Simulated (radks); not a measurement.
Problem. Dipole-allowed excitations along the series with 36 electrons in [Kr]. Calculated with a radial shooting solver on a logarithmic mesh with Libxc functionals: scalar-relativistic Kohn-Sham, exchange-only LDA, spin-polarised, spherical densities, finite nucleus; Fermi nuclear charge, rms radius of each element as measured or else 0.836 A^(1/3) + 0.57 fm. Time-dependent linear response with the Hartree and adiabatic exchange-only LDA kernel, continuum included through the Sternheimer equations, no spin-orbit coupling, so fine structure and intercombination lines are absent. Lines are the poles of the dipole polarisability below minus the highest occupied eigenvalue, found on a grid refined at the orbital gaps; the lowest seven at most are given, and weak or close lines can be missed. The first line takes the name of the lowest orbital gap if no other gap lies below it; otherwise a line is named after a gap within 0.6 % of it, if that gap stands alone.

| species | -e(HOMO) (eV) | lowest orbital gap (eV) | first line (eV) | f | static alpha (bohr^3) |
|---|---|---|---|---|---|
| Ba20+ | 634.05 | 4p-4d 99.442 | 122.61 (4p-4d) | 3.93 | 0.2195 |
| La21+ | 684.80 | 4p-4d 103.94 | 127.90 (4p-4d) | 3.85 | 0.1977 |
| Pr23+ | 791.77 | 4p-4d 113.14 | 138.68 (4p-4d) | 3.71 | 0.1618 |
| Nd24+ | 848.01 | 4p-4d 117.86 | 144.18 (4p-4d) | 3.65 | 0.1471 |
| Pm25+ | 906.08 | 4p-4d 122.66 | 149.77 (4p-4d) | 3.59 | 0.1340 |

Estimate the first line of Ce22+, its oscillator strength and the static polarisability.

Solution. 133.26 eV (4p-4d), f = 3.78, alpha = 0.1786 bohr^3.
